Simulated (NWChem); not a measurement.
# C3H3F3; SMILES C=CC(F)(F)F

```xyz
9

C     -0.0308    -2.1120     0.0000
C      0.6588    -0.9751     0.0000
C      0.0155     0.3763     0.0000
F     -1.3314     0.3144     0.0000
F      0.3909     1.0914     1.0860
F      0.3909     1.0914    -1.0860
H      0.4721    -3.0741     0.0000
H     -1.1161    -2.1186     0.0000
H      1.7451    -0.9508     0.0000
```
Atoms are numbered in this order, from 1.

All runs: NWChem. STO-3G and 3-21G are far too small for this property and stand as cheap habits. The geometry was optimised at B3LYP/6-31G* (spherical d). GIAO values for the isolated, static molecule; σ is the absolute isotropic shielding, δ = σ(reference) − σ with the isolated reference molecule computed at the same levels (13C: tetramethylsilane, 19F: trichlorofluoromethane, 1H: tetramethylsilane).

**Question.** Predict the results for Hartree-Fock/STO-3G. Quantities: δ C1 (ppm); δ C2 (ppm); δ C3 (ppm); δ F4 (rotor mean) (ppm); δ H7 (ppm); δ H8 (ppm); δ H9 (ppm).

**Answer.** 
```yaml
"δ C1 (ppm)": 120.3
"δ C2 (ppm)": 112.3
"δ C3 (ppm)": 95.6
"δ F4 (rotor mean) (ppm)": -66.1
"δ H7 (ppm)": 6.28
"δ H8 (ppm)": 6.31
"δ H9 (ppm)": 5.89
```
